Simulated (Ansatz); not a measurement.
The cluster GaO₃. Total charge 0; doublet. Geometry r2SCAN-D4/def2-TZVP.

| atom | x (Å) | y (Å) | z (Å) |
| --- | --- | --- | --- |
| Ga1 | 0.429 | -0.507 | -1.355 |
| O2 | -1.035 | 0.433 | -0.197 |
| O3 | -0.179 | 0.507 | 0.851 |
| O4 | 0.786 | -0.432 | 0.702 |

The structure holds 2 bonds between oxygen atoms, so isomers without such links may lie far lower. Another isomer (doublet) lies 0.30 eV lower at PBE0-D4/def2-TZVP; other spin states weren't run for this one.

(1) Estimate the α-spin orbital energies around the gap (eV) in Ansatz with PBE-D4/def2-TZVP, r2SCAN-D4/def2-TZVP, PBE0-D4/def2-TZVP, BHLYP-D4/def2-TZVP.

## Answers

(1) 
```csv
orbital,PBE-D4/def2-TZVP,r2SCAN-D4/def2-TZVP,PBE0-D4/def2-TZVP,BHLYP-D4/def2-TZVP
HOMO−5,-12.76,-13.38,-14.90,-16.92
HOMO−4,-9.85,-10.24,-11.50,-13.13
HOMO−3,-8.48,-9.04,-10.50,-12.49
HOMO−2,-7.50,-7.97,-9.34,-11.17
HOMO−1,-6.55,-6.94,-8.28,-10.30
HOMO,-5.92,-6.38,-7.31,-8.36
LUMO,-2.30,-2.19,-1.58,-0.86
LUMO+1,-1.74,-1.48,-0.94,-0.19
LUMO+2,-0.71,-0.44,0.63,1.56
LUMO+3,0.29,0.76,1.23,2.45
LUMO+4,1.32,1.71,2.94,4.52
LUMO+5,4.03,4.88,4.91,5.64
β HOMO,-6.31,-6.57,-7.38,-8.36
β LUMO,-4.90,-4.84,-3.93,-2.80
```
